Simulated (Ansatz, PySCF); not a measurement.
F3S, SMILES F[S](F)F (connectivity only; charge and spin as stated), charge -1, multiplicity 1. Atoms are numbered in the order given.

```xyz
4

F      0.0000     1.8524    -0.3078
S      0.0000     0.0000    -0.3826
F      0.0000    -1.8524    -0.3078
F      0.0000     0.0000     1.3000
```
Charge -1, spin multiplicity 1.

Geometry optimised at B3LYP-D3(BJ)/def2-SVPD. The spin state was assumed, not searched. The isomer is the one that the SMILES or the coordinates give; other isomers of the formula were not compared.

Two levels are set side by side: PBE-D3(BJ)/def2-SVPD (Ansatz, a program for electronic structure) and B3LYP-D3(BJ)/def2-SVPD (Ansatz). Each level has its own optimised geometry; the coordinates shown are those of the second. Frequencies come from the Hessian of PySCF at each geometry. Differences are taken from unrounded values.

```
quantity                            B3LYP-D3(BJ)
----------------------------------  ------------
mean bond length (Å)                       1.797
bond F1–S2 (Å)                             1.854
bond S2–F3 (Å)                             1.854
bond S2–F4 (Å)                             1.683
highest harmonic wavenumber (cm⁻¹)           717
mean harmonic wavenumber (cm⁻¹)              413
zero-point energy (kcal/mol)                3.54
```

**Question.** What does PBE-D3(BJ) give, and how far is it from B3LYP-D3(BJ)? (The exact figures need the calculation; the answer reports its results.)

**Answer.** 
```tsv
quantity	PBE-D3(BJ)	PBE-D3(BJ) minus B3LYP-D3(BJ)
mean bond length (Å)	1.812	0.015
bond F1–S2 (Å)	1.866	0.012
bond S2–F3 (Å)	1.866	0.012
bond S2–F4 (Å)	1.703	0.021
highest harmonic wavenumber (cm⁻¹)	677	-40
mean harmonic wavenumber (cm⁻¹)	397	-16
zero-point energy (kcal/mol)	3.41	-0.13
```

GGA bonds tend to be longer and softer than those of functionals with exact exchange. Differences between two approximate levels are no errors against the true value.
